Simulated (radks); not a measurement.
Effect of the nuclear size on the mercury ion Hg2+, [Xe] 4f14 5d10. All-electron calculation, Dirac Kohn-Sham, exchange-only LDA, spin-unpolarised, spherical densities, finite nucleus; Fermi nuclear charge, rms radius 5.4648 fm. Program: a radial shooting solver on a logarithmic mesh with Libxc functionals. The rms radius is varied about that value; shifts are against it.

[
 {"rms radius (fm)": "4.3937", "total energy shift (eV)": "-38.5", "density at nucleus (e/bohr^3)": "2.531e+06", "1s1/2 shift (meV)": "-15400", "2s1/2 shift (meV)": "-2300", "5s1/2 shift (meV)": "-27.5", "5p1/2 shift (meV)": "-0.772", "5d5/2 shift (meV)": "0.215", "6s1/2 (empty) shift (meV)": "-3.47", "6p1/2 (empty) shift (meV)": "-0.177"},
 {"rms radius (fm)": "5.0932", "total energy shift (eV)": "-13.9", "density at nucleus (e/bohr^3)": "2.382e+06", "1s1/2 shift (meV)": "-5580", "2s1/2 shift (meV)": "-832", "5s1/2 shift (meV)": "-9.94", "5p1/2 shift (meV)": "-0.280", "5d5/2 shift (meV)": "0.078", "6s1/2 (empty) shift (meV)": "-1.25", "6p1/2 (empty) shift (meV)": "-0.064"},
 {"rms radius (fm)": "5.4648", "total energy shift (eV)": "0", "density at nucleus (e/bohr^3)": "2.314e+06", "1s1/2 shift (meV)": "0.000", "2s1/2 shift (meV)": "0.000", "5s1/2 shift (meV)": "0.000", "5p1/2 shift (meV)": "0.000", "5d5/2 shift (meV)": "0.000", "6s1/2 (empty) shift (meV)": "0.000", "6p1/2 (empty) shift (meV)": "0.000"},
 {"rms radius (fm)": "5.8145", "total energy shift (eV)": "13.6", "density at nucleus (e/bohr^3)": "2.256e+06", "1s1/2 shift (meV)": "5460", "2s1/2 shift (meV)": "814", "5s1/2 shift (meV)": "9.73", "5p1/2 shift (meV)": "0.275", "5d5/2 shift (meV)": "-0.076", "6s1/2 (empty) shift (meV)": "1.23", "6p1/2 (empty) shift (meV)": "0.063"},
 {"rms radius (fm)": "6.3228", "total energy shift (eV)": "34.3", "density at nucleus (e/bohr^3)": "2.179e+06", "1s1/2 shift (meV)": "13700", "2s1/2 shift (meV)": "2050", "5s1/2 shift (meV)": "24.5", "5p1/2 shift (meV)": "0.694", "5d5/2 shift (meV)": "-0.192", "6s1/2 (empty) shift (meV)": "3.09", "6p1/2 (empty) shift (meV)": "0.158"}
]

Slopes of the eigenvalues against <r^2> in GHz/fm^2, as finite differences over the two radii next to the reference (eigenvalue slopes, not the field-shift constants of lines): 1s1/2 339000, 2s1/2 50600, 5s1/2 605, 5p1/2 17.1, 5d5/2 -4.74, 6s1/2 (empty) 76.2, 6p1/2 (empty) 3.90.
